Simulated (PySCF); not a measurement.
Coordinates in bohr (charge -1 multiplicity 1):
```
Cd    0.0000    0.0000    0.0000
Cl    0.0000    0.0000    4.6151
Cl    3.9968    0.0000   -2.3076
Cl   -3.9968    0.0000   -2.3076
```

Method: PBE in PySCF with Cd def2-SVPD with ECP28, Cl def2-SVPD; scalar-relativistic core potentials, no spin–orbit coupling; density-fitted integrals.

This geometry of CdCl₃⁻ is a stationary point at this level.

(1) What is the point group?

(2) Is it a minimum?

(3) List the harmonic modes with their infrared intensities.

(4) Give the ideal-gas entropy at 298.15 K and 1 bar by parts.

## Answers

(1) D3h.

(2) Yes: all harmonic wavenumbers are real.

(3) 
```json
{"symmetry": "e'", "ω (cm⁻¹)": "70", "IR (km/mol, summed over degenerate members)": "23.0", "type": "bend"}
{"symmetry": "a2''", "ω (cm⁻¹)": "85", "IR (km/mol, summed over degenerate members)": "18.4", "type": "bend"}
{"symmetry": "a1'", "ω (cm⁻¹)": "262", "IR (km/mol, summed over degenerate members)": "0.0", "type": "stretch"}
{"symmetry": "e'", "ω (cm⁻¹)": "284", "IR (km/mol, summed over degenerate members)": "162", "type": "stretch"}
```

(4) translation 176.1, rotation 108.2, vibration 70.0, spin 0.0; total 354.2 J/(mol K).

Stability towards spin polarisation was not tested. This need not be the most stable arrangement of these atoms. The lowest empty level of this anion is unbound, so it and the gap depend on the basis.
